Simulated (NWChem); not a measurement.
Correlation energy of As

```
As
```
Charge 0, spin multiplicity 4.

Everything below was run with NWChem.

Basis set: def2-SVP. Each correlation energy counts from its own Hartree-Fock reference.

The Hamiltonian is non-relativistic. The correlated methods keep 9 core orbitals frozen. The stability of the SCF solutions was not checked. Open-shell Hartree-Fock references start from PBE0 orbitals. Coupled-cluster values serve here as a point of comparison, not as the truth.

Question: One of these methods gave a correlation energy of -187.4 mHa. Which?
A) CCSDT on ROHF
B) UMP2
C) SCS-UMP2
D) CCSD on UHF

Answer: A, CCSDT on ROHF. The others give -182.9 (CCSD on UHF), -160.8 (SCS-UMP2), -177.5 (UMP2).
